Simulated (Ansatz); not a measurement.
`B[CH2][GeH3]` + H₂ → `BC` + GeH₄ at 600 K and 1 bar (hydrogenolysis of a C–Ge bond).

Program: Ansatz. Geometries: PBE0-D4/def2-TZVP. ΔE: electronic, gas phase. CCSD(T)/CBS adds triple-zeta CCSD(T) − MP2 to the extrapolated MP2 energy (def2 sets, frozen cores). This one scheme is used for every species. For Ge outer-core shells are correlated without core-valence functions, which leaves a few kJ/mol of doubt a bond. Scalar relativity is left out up to krypton.

| species | CCSD(T)/CBS energy (Eh) | H − E (kJ/mol) | S (J/(mol·K)) |
| --- | --- | --- | --- |
| `B[CH2][GeH3]` | -2143.14744 | 239.7 | 402.3 |
| H₂ | -1.17544 | 43.9 | 150.8 |
| `BC` | -65.83255 | 180.5 | 296.9 |
| GeH₄ | -2078.49493 | 105.8 | 256.4 |

H − E and S are ideal-gas, rigid-rotor, harmonic terms from PBE0-D4/def2-TZVP. For small species the MP2-based limit differs from directly extrapolated CCSD(T) by up to some mEh (0.8 for H₂); such offsets cancel only in part. 1 Eh = 2625.50 kJ/mol, R = 8.31446 J/(mol·K).

By hand: ΔE, ΔH, ΔS and ΔG.

ΔE = (-65.83255) + (-2078.49493) − (-2143.14744) − (-1.17544) = -0.00460 Eh = -12.1 kJ/mol. Δ(H − E) = 180.5 + 105.8 − 239.7 − 43.9 = 2.7, so ΔH = -9.4 kJ/mol. ΔS = 296.9 + 256.4 − 402.3 − 150.8 = 0.2 J/(mol·K). ΔG = -9.4 − 600 × (0.2)/1000 = -9.5 kJ/mol.

By hand: the equilibrium constant, and the temperature at which ΔG would vanish if ΔH and ΔS stayed fixed.

log₁₀ K = −ΔG/(RT ln 10) = 0.8. ΔH and −TΔS have one sign here, so there is no such temperature.

The number of gas molecules stays the same, so ΔS is small and ΔH decides. A doubt of 5 kJ/mol in ΔE shifts log₁₀ K by 0.4 here. Modes under 60 cm⁻¹, often nearly free rotors, make the harmonic entropy too high. These are equilibria of isolated gas molecules and say nothing of rates. Largest T1 diagnostic: 0.012 (customary marks: 0.02 for closed shells, 0.045 for open ones).

ΔS is within the doubt of such terms, so its sign, and with it that verdict, could turn.
